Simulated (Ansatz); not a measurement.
Reaction (substitution at a C–N bond): `C#CN(C)CN` + `C[O][Ga]([OH])[OH]` → `C[O][Ga]([OH])[O]C` + `C#CNCN`

Isolated molecules relaxed with PBE0-D4/def2-TZVP in Ansatz; ΔE leaves out vibrations. CBS: MP2 limit from def2 TZ/QZ plus the TZ coupled-cluster correction, frozen cores. Functionals use def2-TZVPP. B3LYP here is the variant with VWN-RPA as its local correlation; programs differ in this. For Ga outer-core shells are correlated without core-valence functions, which leaves a few kJ/mol of doubt a bond. Scalar relativity is left out up to krypton. Each species was taken in one conformer, which may not be the lowest.

| level | ΔE (kJ/mol) | difference from CCSD(T)/CBS |
| --- | --- | --- |
| PBE-D4 | 43.7 | -3.6 |
| r2SCAN-D4 | 44.4 | -2.9 |
| PBE0-D4 | 44.4 | -2.9 |
| B3LYP-D4 | 40.3 | -7.0 |
| ωB97X-V | 42.7 | -4.6 |
| ωB97M-V | 44.7 | -2.6 |
| B2PLYP | 42.0 | -5.3 |
| PBE | 40.8 | -6.5 |
| r2SCAN | 43.6 | -3.7 |
| PBE0 | 42.0 | -5.3 |
| B3LYP | 35.9 | -11.4 |
| HF/def2-TZVPP | 31.7 | -15.6 |
| MP2/def2-TZVPP | 54.2 | 6.9 |
| SCS-MP2/def2-TZVPP | 48.1 | 0.8 |
| CCSD/def2-TZVPP | 44.3 | -3.0 |
| CCSD(T)/def2-TZVPP | 46.7 | -0.6 |
| HF/def2-QZVPP | 31.5 | -15.8 |
| MP2/def2-QZVPP | 54.5 | 7.2 |
| SCS-MP2/def2-QZVPP | 48.5 | 1.2 |
| HF/CBS(def2) | 31.5 | -15.8 |
| MP2/CBS(def2) | 54.8 | 7.5 |
| CCSD/CBS(def2) | 45.0 | -2.3 |
| CCSD(T)/CBS | 47.3 | 0 |

Largest T1 diagnostic among the species: 0.014.

In def2-TZVPP, CCSD(T) changes the Hartree–Fock value by +15.0 kJ/mol (the triples alone add +2.3 kJ/mol) and MP2 by +22.5 kJ/mol. The D4 term adds +4.4 kJ/mol with B3LYP and +2.5 kJ/mol with PBE0; it sums over pairs of atoms, weighted by their polarisabilities, and B3LYP, whose exchange is more repulsive, gets the larger term.
